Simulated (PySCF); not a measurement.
Dipole response of Ge³⁺ (germanium, charge +3)

[Ar] 3d10 4s1, 2S determinant. Computed with PySCF 2.14 in aug-cc-pVQZ-DK, with the spin-free X2C one-electron Hamiltonian (Gaussian nucleus). Coupled (time-dependent) response in atomic units; α is the mean over directions.

```csv
method,mean α (bohr³),C₆ (like pair),S(−4)
UHF,7.330,17.15,50.72
PBE,5.863,13.23,29.79
PBE0,6.176,14.01,33.86
BLYP,5.618,12.53,27.13
```

S(−4) is the Cauchy moment in α(ω) = α(0) + S(−4) ω² + …

α(iu) at PBE:

```
u (hartree)  α(iu) (bohr³)
          0          5.863
     0.0500          5.789
      0.100          5.581
      0.200          4.896
      0.300          4.102
      0.500          2.813
      0.750          1.885
       1.00          1.383
       1.50         0.8849
       2.00         0.6387
       3.00         0.3899
       5.00         0.1900
```

A single London oscillator, α(iu) = α/(1 + u²/ω²), gives C₆ = (3/4) ω α². Matching the computed C₆ needs ω = 4 × 13.23 / (3 × 5.863²) = 0.513 hartree.

For an ion, C₆ is the dispersion term alone; charge-induced terms of lower order in 1/R come first.
